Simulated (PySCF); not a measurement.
**Do core-level shifts follow atomic charges?**

Species: C3H8N2Si.
Atom-mapped SMILES: `[N:1]#[C:2][SiH2:3][CH2:4][CH2:5][NH2:6]`

Binding energies: delta-SCF UKS SCAN, pcX-2 on the ionised atom, pcseg-1 elsewhere, spin-free X2C in PySCF. Charges: PBE0/pcSseg-1 ground-state density, for the ionised atom.

```csv
atom,environment,C 1s (eV),Mulliken (e),IAO (e),Hirshfeld (e),ESP (e)
C4,sp3 carbon bound to silicon,290.47,-0.545,-0.544,-0.157,-0.254
C2,cyano carbon,291.07,-0.210,-0.163,-0.044,+0.186
C5,sp3 carbon bound to nitrogen,292.00,-0.077,-0.141,-0.022,+0.290
```

**Question.** How well does each charge scheme correlate with the binding energies over these sites?

**Answer.** Mulliken: r = 0.93, slope 3.0 eV per e; ESP: r = 0.89, slope 2.4 eV per e; Hirshfeld: r = 0.88, slope 9.4 eV per e; IAO: r = 0.83, slope 2.8 eV per e. Mulliken charges have the highest r, on only 3 points.

**Question.** The point-charge model writes a binding energy as kq + V + constant, with V the potential of the other atoms' charges at the site. What does it give with the ESP charges?

**Answer.** V = Σ 14.40 eV Å × q/r over all other atoms: +4.32 eV at C4, -3.76 eV at C2, -4.00 eV at C5. Fitting binding energy − V to q gives k = 18.6 eV per e and leaves an rms residual of 0.31 eV, against 0.28 eV for the fit on q alone. The model has no term for differences in relaxation between sites.

One conformer (not necessarily the lowest) at the GFN2-xTB geometry, without solvent, vibrations or thermal averaging.

Shape of the structure used: `[N:1]#[C:2][SiH2:3][CH2:4][CH2:5][NH2:6]`: C2–Si3–C4–C5 -162°, Si3–C4–C5–N6 -35°, H–N6–C5–C4 -74°, H–N6–C5–C4 166°.
